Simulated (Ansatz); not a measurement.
A calculation with Ansatz (development build ahead of 0.2.0).

```yaml
crystal:
  periodic: [false, false, false]
  atoms:
    - { symbol: P, position_ang: [0.0, 0.0, 0.0] }
basis:
  gaussian: { orbitals: STO-3G }
magnetization:
  initial_magnetization: 3
hamiltonian:
  xc: hf
correlation:
  method: mp2
  frozen_orbitals: { P: 5 }
```

The input is written out in the form of the current development build from the run's settings. Correlation on restricted open-shell orbitals is semicanonical, with singles.

Output:

```json
{
 "Converged": "yes",
 "Reference energy": "-336.86877 hartree",
 "Correlation energy": "0.00000 hartree",
 "Total energy": "-336.86877 hartree",
 "Spin squared of the determinant": "3.750"
}
```
